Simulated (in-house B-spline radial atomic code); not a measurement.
The outermost shell (largest non-relativistic mean radius) with and without relativity; Dirac values are averaged over j. Computed with an all-electron radial atomic-structure program (B-spline basis): non-relativistic Hartree-Fock and Dirac-Hartree-Fock, averages of the configuration (point nuclei without relativity, finite nuclei with it).

```
 ion  configuration  outermost shell  radius non-relativistic (bohr)  radius Dirac (bohr)  radius change (%)  level non-relativistic (eV)  level Dirac (eV)  spin-orbit splitting (eV)
 F3+   [He] 2s2 2p2               2s                         0.87986              0.87874           -0.12659                     -102.207           -102.34                          -
Ne3+   [He] 2s2 2p3                ?                               ?                    ?                  ?                            ?                 ?                          ?
Mg3+   [He] 2s2 2p5               2s                         0.66902              0.66741           -0.24041                     -149.658           -150.06                          -
Al3+   [He] 2s2 2p6               2s                         0.61938               0.6176           -0.28669                     -167.378           -167.93                          -
Si3+       [Ne] 3s1               3s                          1.8702               1.8661           -0.21648                      -44.666           -44.759                          -
 P3+       [Ne] 3s2                ?                               ?                    ?                  ?                            ?                 ?                          ?
 S3+   [Ne] 3s2 3p1               3p                          1.6747               1.6739          -0.051962                      -46.714           -46.713                    0.12501
Cl3+   [Ne] 3s2 3p2               3p                          1.5277               1.5267          -0.068286                      -51.873           -51.877                    0.17873
Ar3+   [Ne] 3s2 3p3               3p                          1.4054               1.4042          -0.085708                      -57.135           -57.144                    0.24799
```

(1) Fill in the row of Ne3+.

(2) Fill in the row of P3+.

(3) Which member changes most?

## Answers

(1) outermost shell: 2s; radius non-relativistic (bohr): 0.79637; radius Dirac (bohr): 0.79509; radius change (%): -0.16037; level non-relativistic (eV): -117.076; level Dirac (eV): -117.27.

(2) outermost shell: 3s; radius non-relativistic (bohr): 1.6962; radius Dirac (bohr): 1.6919; radius change (%): -0.24786; level non-relativistic (eV): -49.883; level Dirac (eV): -50.003.

(3) Aluminium (Al3+): its 2s shell contracts by 0.3 %.
